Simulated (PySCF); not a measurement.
PmF3(H2O) relaxed at several levels

Computed with PySCF 2.14.0, def2-SVP on the ligands, density fitting, scalar-relativistic core potentials, no spin-orbit coupling, vacuum. Each row is relaxed at its own level from the same template. Distances are means of the shortest metal–ligand contacts, charges and spins Mulliken's; removal energies are rigid, with the ligand's formal charge and no counterpoise, so too large; for an anion taken off a cation in vacuum most of it is the attraction of opposite charges, and multiply charged cations can part far more cheaply with an electron moved from ligand to metal. lcecp potentials hold a fixed number of 4f electrons in the core, out of states, spins and gaps.

| level | basis on the metal | point group | M–F (Å) | M–H2O (Å) | charge on M (e) | dipole (D) | removal of one F (eV) | unstable modes (below −25 cm⁻¹) |
| --- | --- | --- | --- | --- | --- | --- | --- | --- |
| PBE0 | lcecp-1-SVP with ECP50 | Cs | 2.084 | 2.504 | 1.23 | 6.80 | 10.85 | not given |

Question: What does the calculation give for TPSS, lcecp-1-SVP with ECP50?

Answer: point group: Cs, M–F (Å): 2.095, M–H2O (Å): 2.517, charge on M (e): 1.11, dipole (D): 6.93, removal of one F (eV): 10.95, unstable modes (below −25 cm⁻¹): not given.
```xyz
7

Pm    0.0899   -0.0894    0.0894
F     1.1459    1.3585    1.1773
F    -1.3232   -1.1813    1.1813
F     1.1459   -1.1773   -1.3585
O    -1.3491    1.3706   -1.3706
H    -1.6984    2.2542   -1.1522
H    -1.6984    1.1522   -2.2542
```

One start shape was tried for each, so a minimum needn't be the lowest isomer.
